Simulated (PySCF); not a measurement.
C2H10O2Si2, SMILES CC([SiH2]O)[SiH2]O.

Coordinates come from a B3LYP-D3(BJ)/def2-SVP optimisation. This is a generated structure with no PubChem entry under its InChIKey; it may be hypothetical. One conformer was computed; it need not be the lowest.

All values below come from TDA-PBE/def2-SVPD run with PySCF.

Vertical excitations. Isolated molecule, no solvent.

| state | energy (eV) | λ (nm) | f | main pairs |
|---|---|---|---|---|
| S1 | 5.70 | 217 | 0.009 | HOMO→LUMO 99 % |
| S2 | 5.91 | 210 | 0.007 | HOMO→LUMO+1 98 % |
| S3 | 6.31 | 196 | 0.003 | HOMO−1→LUMO 99 % |
| S4 | 6.51 | 190 | 0.006 | HOMO−1→LUMO+1 98 % |
| S5 | 6.70 | 185 | 0.005 | HOMO→LUMO+2 81 %, HOMO−2→LUMO 16 % |
| S6 | 6.71 | 185 | 0.003 | HOMO−2→LUMO 81 %, HOMO→LUMO+2 17 % |
| T1 | 5.52 | 225 | 0 | HOMO→LUMO 99 % |
| T2 | 5.77 | 215 | 0 | HOMO→LUMO+1 99 % |
Triplets are in the Tamm–Dancoff approximation.
